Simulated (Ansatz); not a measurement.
`N=C=C[SiH3]` + H–F → `N=C=CF` + SiH₄ at 500 K and 1 bar (substitution at a C–Si bond).

Gas-phase electronic energies from Ansatz, PBE0-D4/def2-TZVP geometries. CCSD(T)/CBS adds triple-zeta CCSD(T) − MP2 to the extrapolated MP2 energy (def2 sets, frozen cores). This one scheme is used for every species. One conformer a species, not always the lowest.

```tsv
species	CCSD(T)/CBS energy (Eh)	H − E (kJ/mol)	S (J/(mol·K))
`N=C=C[SiH3]`	-422.83912	196.3	362.8
H–F	-100.39570	39.4	188.7
`N=C=CF`	-231.71293	125.9	309.8
SiH₄	-291.46306	102.4	230.9
```

H − E and S are ideal-gas, rigid-rotor, harmonic terms from PBE0-D4/def2-TZVP, for one conformer and one mirror image of each species. 1 Eh = 2625.50 kJ/mol, R = 8.31446 J/(mol·K).

By hand: ΔE, ΔH, ΔS and ΔG.

ΔE = (-231.71293) + (-291.46306) − (-422.83912) − (-100.39570) = 0.05883 Eh = 154.5 kJ/mol. Δ(H − E) = 125.9 + 102.4 − 196.3 − 39.4 = -7.4, so ΔH = 147.1 kJ/mol. ΔS = 309.8 + 230.9 − 362.8 − 188.7 = -10.8 J/(mol·K). ΔG = 147.1 − 500 × (-10.8)/1000 = 152.5 kJ/mol.

By hand: the equilibrium constant, and the temperature at which ΔG would vanish if ΔH and ΔS stayed fixed.

log₁₀ K = −ΔG/(RT ln 10) = -15.9. ΔH and −TΔS have one sign here, so there is no such temperature.

The number of gas molecules stays the same, so ΔS is small and ΔH decides. A doubt of 5 kJ/mol in ΔE shifts log₁₀ K by 0.5 here. Other conformers and mirror images would add mixing entropy, several J/(mol·K) or more a flexible species. These are equilibria of isolated gas molecules and say nothing of rates. Largest T1 diagnostic: 0.015 (customary marks: 0.02 for closed shells, 0.045 for open ones).

ΔS is within the doubt of such terms, so its sign, and with it that verdict, could turn.
